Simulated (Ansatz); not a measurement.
[GeBr3]- (GeBr₃⁻) was relaxed with PBE0-D4 (def2-SVPD) in Ansatz in these states: charge -1 singlet, neutral doublet. The geometries follow in no particular order.

A:

```csv
atom,x (Å),y (Å),z (Å)
Ge1,-0.061,-0.869,0.238
Br2,-1.252,-0.091,-1.799
Br3,2.177,0.089,-0.257
Br4,-0.864,0.870,1.818
```

B:

```xyz
4

Ge   -0.0489    0.3364   -0.4831
Br    2.1903   -0.0193    0.0058
Br   -1.0816   -1.7095   -0.8402
Br   -1.0599    1.3925    1.3175
```

Judge from the bond lengths which geometry belongs to which state (an estimate).

A is the charge -1 singlet (Ge1–Br3 2.484 Å, Ge1–Br4 2.484 Å, Ge1–Br2 2.484 Å); B is the neutral doublet (Ge1–Br3 2.319 Å, Ge1–Br4 2.319 Å, Ge1–Br2 2.319 Å).
